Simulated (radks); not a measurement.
Effect of the nuclear size on the neodymium ion Nd+, [Xe] 4f4 6s1. Method: Dirac Kohn-Sham, exchange-only LDA, spin-unpolarised, spherical densities, finite nucleus; open shells fill j = l - 1/2 first; Fermi nuclear charge, rms radius 4.9123 fm; computed with a radial shooting solver on a logarithmic mesh with Libxc functionals. The rms radius is varied about that value; shifts are against it.

[
 {"rms radius (fm)": "4.0576", "total energy shift (eV)": "-4.13", "density at nucleus (e/bohr^3)": "4.714e+05", "1s1/2 shift (meV)": "-1710", "2s1/2 shift (meV)": "-213", "5s1/2 shift (meV)": "-1.62", "5p1/2 shift (meV)": "0.150", "6s1/2 shift (meV)": "-0.152", "4f5/2 shift (meV)": "0.277", "6p1/2 (empty) shift (meV)": "0.044"},
 {"rms radius (fm)": "4.6519", "total energy shift (eV)": "-1.32", "density at nucleus (e/bohr^3)": "4.573e+05", "1s1/2 shift (meV)": "-549", "2s1/2 shift (meV)": "-68.3", "5s1/2 shift (meV)": "-0.519", "5p1/2 shift (meV)": "0.048", "6s1/2 shift (meV)": "-0.049", "4f5/2 shift (meV)": "0.089", "6p1/2 (empty) shift (meV)": "0.014"},
 {"rms radius (fm)": "4.9123", "total energy shift (eV)": "0", "density at nucleus (e/bohr^3)": "4.518e+05", "1s1/2 shift (meV)": "0.000", "2s1/2 shift (meV)": "0.000", "5s1/2 shift (meV)": "0.000", "5p1/2 shift (meV)": "0.000", "6s1/2 shift (meV)": "0.000", "4f5/2 shift (meV)": "0.000", "6p1/2 (empty) shift (meV)": "0.000"},
 {"rms radius (fm)": "5.3839", "total energy shift (eV)": "2.54", "density at nucleus (e/bohr^3)": "4.426e+05", "1s1/2 shift (meV)": "1050", "2s1/2 shift (meV)": "131", "5s1/2 shift (meV)": "0.995", "5p1/2 shift (meV)": "-0.092", "6s1/2 shift (meV)": "0.093", "4f5/2 shift (meV)": "-0.170", "6p1/2 (empty) shift (meV)": "-0.027"},
 {"rms radius (fm)": "5.8407", "total energy shift (eV)": "5.17", "density at nucleus (e/bohr^3)": "4.347e+05", "1s1/2 shift (meV)": "2150", "2s1/2 shift (meV)": "267", "5s1/2 shift (meV)": "2.03", "5p1/2 shift (meV)": "-0.188", "6s1/2 shift (meV)": "0.190", "4f5/2 shift (meV)": "-0.347", "6p1/2 (empty) shift (meV)": "-0.055"}
]

Slopes of the eigenvalues against <r^2> in GHz/fm^2, as finite differences over the two radii next to the reference (eigenvalue slopes, not the field-shift constants of lines): 1s1/2 52800, 2s1/2 6560, 5s1/2 49.8, 5p1/2 -4.62, 6s1/2 4.67, 4f5/2 -8.53, 6p1/2 (empty) -1.36.
